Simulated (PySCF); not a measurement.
ClFH₅NSi₂, SMILES Cl[Si@@H](F)[SiH2]N. Atoms are numbered in the order given.

```xyz
10

N     -2.7374     0.6151     0.8395
Si    -1.5501    -0.4473     0.1592
Si     0.6751     0.2923     0.3030
F      0.8067     1.7293    -0.4541
Cl     1.8880    -1.0587    -0.6909
H     -2.8228     0.6921     1.8469
H     -2.9163     1.5090     0.3950
H     -1.8303    -0.6289    -1.2967
H     -1.6191    -1.7593     0.8713
H      1.2443     0.4849     1.6677
```

Geometry optimised at PBE0-D3(BJ)/def2-SVP. The structure was generated by enumeration; whether it is a known compound was not checked. Other conformers were not sampled.

Two levels are set side by side: PBE/pcSseg-1 (PySCF) and PBE0/pcSseg-1 (PySCF). GIAO shifts against CFCl3 (¹⁹F), HCl (³⁵Cl), NH3 (¹⁵N), TMS (²⁹Si), TMS (¹H) at the same level; non-relativistic, no solvent, atoms listed together averaged. Without spin–orbit terms, shifts of atoms bonded to Cl or Br come out too high at both levels. Differences are taken from unrounded values.

```tsv
quantity	PBE0
δ(¹⁵N) of N1 (ppm)	-3.3
δ(²⁹Si) of Si2 (ppm)	-49.4
δ(²⁹Si) of Si3 (ppm)	23.5
δ(¹⁹F) of F4 (ppm)	-185.6
δ(³⁵Cl) of Cl5 (ppm)	52.6
δ(¹H) of H10 (ppm)	6.10
```

What does PBE give, and how far is it from PBE0? (An estimate is asked for; the answer gives what the named calculation found.)


| quantity | PBE | PBE minus PBE0 |
|---|---|---|
| δ(¹⁵N) of N1 (ppm) | 1.2 | 4.5 |
| δ(²⁹Si) of Si2 (ppm) | -51.7 | -2.2 |
| δ(²⁹Si) of Si3 (ppm) | 23.5 | 0.0 |
| δ(¹⁹F) of F4 (ppm) | -201.7 | -16.0 |
| δ(³⁵Cl) of Cl5 (ppm) | 75.3 | 22.7 |
| δ(¹H) of H10 (ppm) | 6.36 | 0.26 |

Rough cost on one machine, each run with all the roots and properties that it gave: PBE0 against PBE within a factor of 2.
